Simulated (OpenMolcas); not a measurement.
## Ru+: effect of correlating more closed shells

```yaml
Program: OpenMolcas 26.06
Basis: ANO-R1 [6s4p3d1f]
Scalar_Hamiltonian: X2C, finite nucleus
Active_space: 7 electrons in 5 orbitals (4d)
State_averaging: 2S+1 = 4 even, 10 roots; 2S+1 = 2 even, 40 roots
Spin-orbit_coupling: state interaction with AMFI integrals over the reference wave functions, term energies averaged over their components
```

Methods on the same reference wave functions:
A. CASSCF
B. MS-CASPT2, IPEA 0.25 Eh, imaginary shift 0.1 Eh (closed shells correlated: 4s 4p)
C. MS-CASPT2, IPEA 0.25 Eh, imaginary shift 0.1 Eh (closed shells correlated: 3d 4s 4p)

Energies in cm-1 above 4d7 4F 9/2, the measured ground level; measured values from NIST Handbook of Basic Atomic Spectroscopic Data.

```csv
Level,A,B,C,Measured
4d7 4F 9/2,0.0,0.0,0.0,0.0
4d7 4F 7/2,1534,1547,1548,1523
4d7 4F 5/2,2572,2560,2560,2494
4d7 4F 3/2,3250,3220,3220,3104
4d7 4P 5/2,12945,10890,10870,8257
4d7 4P 3/2,13084,10820,10790,8478
4d7 2G 9/2,13337,11970,11930,
4d7 4P 1/2,14041,11920,11900,9374
4d7 2G 7/2,14860,13450,13400,
4d7 2P 3/2 [55 %],17478,14510,14460,
4d7 2H 11/2,17670,16590,16540,
4d7 2P 1/2,19063,15880,15840,
4d7 2H 9/2,19139,18040,17990,
4d7 2D 5/2(1),19275,16270,16220,
4d7 2D 3/2(1) [74 %],21816,18830,18780,
4d7 2F 5/2,29652,25820,25750,
4d7 2F 7/2,30361,26550,26480,
4d7 2D 3/2(2),46247,40070,39970,
4d7 2D 5/2(2),46984,40910,40810,
```

Deviations, from unrounded energies. A percentage is the sum of absolute deviations over the sum of measured energies, with the sign that they share, or ± where signs differ.

| Against measurement | Levels | A | B | C |
| --- | --- | --- | --- | --- |
| mean absolute deviation (cm-1) | 6 | 2400 | 1300 | 1300 |
| fine structure of the ground term (%) | 3 | +3.3 | +2.9 | +2.9 |
| other terms of the ground configuration (%) | 3 | +53.5 | +28.8 | +28.5 |

B, C lie about equally close to measurement and A furthest from it. The largest miss of C in the table is 4d7 4P 5/2, by +2600 cm-1. The ranking rests on the paired levels alone, and a cruder setting can come out closer through cancelling errors.

Between B and C the level of the table that moves most is 4d7 2D 3/2(2), by 100 cm-1 (lowest in C, highest in B). Moves below CASPT2's spread within the term are not significant.

The mean deviations of B to C differ by less than CASPT2's widest spread within a term (960 cm-1), so their order carries little weight.

From A to B the spin-free energies of the other terms of 4d7 shown, above 4F, scale by factors of 0.80 to 0.93, as is usual when dynamic correlation screens the repulsion within a d or f shell.

The lowest spin-free term lies below A's lowest term by 0.332 hartree in B, 0.348 hartree in C.

What an inner shell adds also hangs on whether the basis holds functions to correlate it.

Term energies are means over components that CASPT2 splits; among the terms shown or strongly mixed into the levels shown the widest spread is 960 cm-1 (4d7 4F, C). Configurations with an s electron lie low at this charge and mix in, so terms can be misplaced. Without dynamic correlation excited terms often stand tens of per cent too high (terms of higher spin than the ground term too low), and those without a measured partner can miss by more than the paired ones (holds for A). The CASPT2 spread within a term exceeds the gap to the next term for 4d7 2D(1) and 4d7 2H, so the order of their levels is uncertain (holds for B; C). Some terms miss by over 15 % even with CASPT2, which points to a basis or an active space too small for the shells correlated (holds for B; C). Computed and measured levels are paired by configuration, term and J; levels that our copy of the source lacks, or whose pairing is in doubt (as where it misses far off the trend of its configuration), stay unpaired and out of the deviations. Only configurations of the active space appear.

A share in square brackets marks a mixed level and gives the weight of the term that names it, the lowest over the columns. A number in round brackets counts repeated terms of one configuration in the order of the reference energies.
